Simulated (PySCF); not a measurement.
# How many f electrons in PrP?

Unrestricted PBE0; PySCF, spin-free X2C with a Gaussian nucleus, basis sets Pr x2c-SVPall, P x2c-SVPall. The search starts from ions with several 4f fillings and holds each by maximum overlap.

The lowest solution has 2Ms+1 = 3, about 2.3 4f electrons, near 2.33 Å.

The lowest solution of each spin and filling, followed along the bond (rough minima from three points):

| 2Ms+1 | 4f population | ⟨S²⟩ at the start | R at minimum (Å) | Te (eV) |
| --- | --- | --- | --- | --- |
| 3 | 2.27 | 2.10 | 2.33 | 0.00 |
| 5 | 2.44 | 6.01 | 2.37 | 0.43 |
| 5 | 2.87 | 6.02 | 2.44 | 0.66 |
| 3 | 2.89 | 3.03 | 2.46 | 0.85 |

Solutions at the starting distance of 2.424 Å, counted from the lowest; the search is not exhaustive:

```
2Ms+1  4f population  E (eV)   ⟨S²⟩  ⟨Lz²⟩  μ (D)
    3           2.27    0.00   2.10   10.0  -7.74
    5           2.44    0.36   6.01   10.4  -6.01
    5           2.32    0.49   6.01   11.2  -5.71
    3           2.46    0.53   3.09   11.7  -5.39
    5           2.87    0.57   6.02    9.0  -7.51
    5           2.86    0.60   6.01   11.5  -7.90
    3           2.23    0.66   3.02   11.1  -4.93
    3           2.89    0.77   3.03    9.0  -7.71
    7           2.90    1.61  12.00   12.7  -2.99
    7           2.93    1.61  12.00   12.6  -2.91
    7           2.97    1.64  12.00   10.1  -2.93
    7           2.99    1.65  12.00   12.4  -2.91
```

Partly filled real f orbitals mix terms, so no term symbols are given. A population far from a whole number shows f orbitals mixing with d and ligand orbitals, not a clean configuration. A positive dipole means Pr(−)P(+).

Spin–orbit coupling is left out. With d or f electrons several states lie close, and the lowest PBE0 determinant need not be the measured ground state.
